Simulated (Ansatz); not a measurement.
Reaction (ligand exchange at the Si–F bond): `F[Si](Br)(Br)Br` + HCl → `Cl[Si](Br)(Br)Br` + H–F

Gas-phase electronic energies from Ansatz, PBE0-D4/def2-TZVP geometries. CBS: MP2 limit from def2 TZ/QZ plus the TZ coupled-cluster correction, frozen cores. This one scheme is used for every species. DFT in def2-TZVPP. B3LYP here is the variant with VWN-RPA as its local correlation; programs differ in this. For Br outer-core shells are correlated without core-valence functions, which leaves a few kJ/mol of doubt a bond. Scalar relativity is left out up to krypton.

Problem. Is it downhill or uphill in electronic energy at CCSD(T)/CBS, and by how much? (Estimate.)

Solution. Computed: Uphill: ΔE = +43.6 kJ/mol.

Problem. What do these levels give: B3LYP-D4, r2SCANh-D4, BHLYP-D4, RPA@PBE/def2-TZVPP, CCSD(T)/def2-SVP, MP2/def2-TZVPP? (Best estimate.)

Solution. Computed: B3LYP-D4 48.2, r2SCANh-D4 48.8, BHLYP-D4 50.1, RPA@PBE/def2-TZVPP 52.5, CCSD(T)/def2-SVP 46.8, MP2/def2-TZVPP 39.9 kJ/mol.

Largest T1 diagnostic among the species: 0.008.

Leaving LDA and LC-ωPBE aside and taking each functional with its dispersion term where it has one, the values, not all of them listed here, spread over 20.8 kJ/mol, from revPBE-D4 to CAM-B3LYP-D4. In def2-TZVPP, CCSD(T) changes the Hartree–Fock value by −15.3 kJ/mol (the triples alone add −3.2 kJ/mol) and MP2 by −24.8 kJ/mol.
